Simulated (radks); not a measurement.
Initial-state core-level shifts of the dysprosium ion Dy3+ when its valence configuration changes from [Xe] 4f9. Calculated with a radial shooting solver on a logarithmic mesh with Libxc functionals: non-relativistic Kohn-Sham, r2SCAN, spin-polarised, spherical densities, point nucleus; open shells are filled with parallel spins first (spin-orbit coupling, left out, can overturn this in heavy ions); meta-GGA in the generalised Kohn-Sham scheme; relativity is left out, which matters for an element this heavy. Shifts are changes of the shell-averaged eigenvalues in eV (positive: less bound); the change of the density at the nucleus, which sets a Mossbauer isomer shift, is in e/bohr^3, on a base of 2.049e+05.

\begin{tabular}{lrrrrr}
valence & 1s & 2s & 4d & 5p & density at nucleus \\ \hline
4f8 5d1 & -8.456 & -9.212 & -8.715 & -3.152 & +10.46 \\
4f8 6p1 & -13.377 & -14.241 & -13.639 & -7.376 & +13.71 \\
4f8 6s1 & -12.434 & -13.302 & -12.699 & -6.492 & +28.97 \\
4f8 5d0.5 6s0.5 & -10.466 & -11.278 & -10.730 & -4.856 & +19.57 \\
4f6 5d1 6p2 & -38.240 & -41.165 & -38.393 & -18.004 & +42.67 \\
4f6 5d0.5 6s0.5 6p2 & -40.404 & -43.406 & -40.516 & -19.656 & +53.90 \\
4f7 5d2 & -17.516 & -19.144 & -17.860 & -6.198 & +22.11 \\
4f6 5d1 6s2 & -36.742 & -39.660 & -36.893 & -16.660 & +78.25 \\
4f8.5 5d0.5 & -4.148 & -4.511 & -4.296 & -1.587 & +5.09 \\
\end{tabular}
